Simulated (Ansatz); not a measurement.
The cluster B₅Cl₃. Charge 0, multiplicity 1. Geometry B3LYP-D4/def2-SVP; atoms count from 1.

| atom | x (Å) | y (Å) | z (Å) |
| --- | --- | --- | --- |
| B1 | 0.348 | -1.137 | -0.026 |
| B2 | 1.200 | 0.604 | 0.658 |
| B3 | -0.168 | 0.495 | 0.004 |
| B4 | -1.712 | 0.624 | -0.693 |
| B5 | -1.082 | -0.799 | -0.635 |
| Cl6 | 1.500 | -2.417 | 0.297 |
| Cl7 | -2.810 | 1.917 | -0.989 |
| Cl8 | 2.724 | 0.714 | 1.384 |

The structure comes from a short search, and lower isomers may exist.

Question: Estimate the Mulliken populations from the PBE0/def2-TZVP orbitals of Ansatz.

Answer: 
```csv
atom,charge (e)
B1,0.14
B2,0.08
B3,-0.10
B4,0.18
B5,-0.17
Cl6,-0.09
Cl7,-0.06
Cl8,0.02
```
Mulliken values and Mayer orders depend strongly on the basis.

Question: And the Mayer bond orders between bonded heavy atoms (over 0.3)?

Answer: B1–B3 0.70 (1.71 Å); B1–B5 1.07 (1.59 Å); B1–Cl6 1.32 (1.75 Å); B2–B3 1.34 (1.52 Å); B2–Cl8 1.53 (1.69 Å); B3–B4 0.65 (1.70 Å); B3–B5 0.73 (1.71 Å); B4–B5 1.24 (1.56 Å); B4–Cl7 1.45 (1.72 Å). Values over 0.3 also appear between atoms too far apart for a bond (B1–B2 0.45 at 2.06 Å); they arise where an orbital or an unpaired electron spreads over both atoms.
